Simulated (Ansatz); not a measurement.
`[Cl][Ga]1[O][SiH2]1` + H₂ → `[O]1[SiH2][GaH]1` + HCl  (hydrogenolysis of a Ga–Cl bond)

Computed with Ansatz on PBE0-D4/def2-TZVP structures; ΔE is electronic, products minus reactants. CBS: MP2 limit from def2 TZ/QZ plus the TZ coupled-cluster correction, frozen cores. This one scheme is used for every species. Functionals use def2-TZVPP. B3LYP here is the variant with VWN-RPA as its local correlation; programs differ in this. HSE06 is defined as in plane-wave codes. For Ga outer-core shells are correlated without core-valence functions, which leaves a few kJ/mol of doubt a bond. Scalar relativity is left out up to krypton.

| level | ΔE (kcal/mol) | difference from CCSD(T)/CBS |
| --- | --- | --- |
| revPBE-D4 | 23.6 | 0.0 |
| B97M-V | 21.7 | -1.9 |
| B3LYP-D4 | 23.9 | 0.3 |
| HSE06-D4 | 22.9 | -0.7 |
| CAM-B3LYP-D4 | 22.4 | -1.2 |
| revPBE | 22.4 | -1.2 |
| r2SCAN | 24.1 | 0.5 |
| PBE0 | 22.1 | -1.5 |
| BHLYP | 22.7 | -0.9 |
| HF/def2-TZVPP | 22.6 | -1.0 |
| CCSD/def2-TZVPP | 21.8 | -1.8 |
| HF/def2-QZVPP | 22.3 | -1.3 |
| MP2/def2-QZVPP | 25.2 | 1.6 |
| HF/CBS(def2) | 22.3 | -1.3 |
| MP2/CBS(def2) | 25.7 | 2.1 |
| CCSD/CBS(def2) | 22.7 | -0.9 |
| CCSD(T)/CBS | 23.6 | 0 |

Largest T1 diagnostic among the species: 0.017.

At CCSD(T), def2-SVP lies −1.0 kcal/mol from the extrapolated value and def2-TZVPP −1.0 kcal/mol. The D4 term adds +1.3 kcal/mol with B3LYP and +0.7 kcal/mol with PBE0; it sums over pairs of atoms, weighted by their polarisabilities, and B3LYP, whose exchange is more repulsive, gets the larger term.
